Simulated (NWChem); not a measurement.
Molecule: SiHClF₂; SMILES F[SiH](F)Cl

Computed with NWChem. Coordinates come from a B3LYP/6-31G* (spherical d) optimisation. Level: PBE/def2-SVP with SMD (1 M gas to 1 M solution), gas-phase geometry. Reactions with the solvent are ignored.

Order these by “solvation free energy (kcal/mol)”, lowest first: water; methanol; N,N-dimethylformamide.

methanol (-2.1), N,N-dimethylformamide (-1.5), water (0.9)
